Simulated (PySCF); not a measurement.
SMILES C([SiH2][SeH])C(C)(C)C (C5H14SeSi), singlet, GFN2-xTB optimised geometry.

```
21

C     -0.64    -2.09    -1.27
C     -0.14    -1.39     0.00
C     -0.65    -2.15     1.22
C      1.39    -1.39     0.00
C     -0.68     0.04     0.00
Si    -0.19     1.15     1.46
Se    -1.27     3.17     1.16
H     -1.73    -2.11    -1.30
H     -0.28    -1.58    -2.16
H     -0.29    -3.12    -1.30
H     -0.34    -3.19     1.18
H     -0.26    -1.72     2.14
H     -1.74    -2.12     1.27
H      1.76    -2.41    -0.11
H      1.77    -0.99     0.93
H      1.77    -0.79    -0.82
H     -0.36     0.53    -0.92
H     -1.77     0.01    -0.04
H     -0.69     0.72     2.76
H      1.24     1.45     1.52
H     -1.16     3.19    -0.27
```

Density from PBE0/def2-SVP (PySCF) at that geometry.

Minimum of the electron density along straight lines between bonded atoms, close to the bond critical point (lines longer than 1.1 times the sum of covalent radii, or with two minima, are not listed):

```
bond     length / Å  ρ at the minimum / e bohr⁻³  ∇²ρ there / e bohr⁻⁵  position (fraction from the first atom)
-------  ----------  ---------------------------  --------------------  ---------------------------------------
C1–C2         1.533                        0.243                 -0.55                                     0.50
C2–C3         1.528                        0.245                 -0.56                                     0.50
C2–C4         1.528                        0.245                 -0.56                                     0.50
C2–C5         1.533                        0.240                 -0.53                                     0.49
C5–Si6        1.900                        0.113                  0.30                                     0.62
Si6–Se7       2.303                        0.084                  0.06                                     0.35
C1–H8         1.088                        0.276                 -1.01                                     0.62
C1–H9         1.088                        0.276                 -1.00                                     0.62
C1–H10        1.088                        0.276                 -1.01                                     0.62
C3–H11        1.088                        0.276                 -1.01                                     0.62
C3–H12        1.087                        0.276                 -1.00                                     0.62
C3–H13        1.088                        0.276                 -1.01                                     0.62
C4–H14        1.088                        0.276                 -1.01                                     0.62
C4–H15        1.087                        0.276                 -1.00                                     0.62
C4–H16        1.088                        0.276                 -1.01                                     0.62
C5–H17        1.095                        0.270                 -0.94                                     0.62
C5–H18        1.094                        0.271                 -0.96                                     0.62
Si6–H19       1.460                        0.119                  0.33                                     0.49
Si6–H20       1.463                        0.118                  0.32                                     0.49
Se7–H21       1.433                        0.183                 -0.21                                     0.62
```
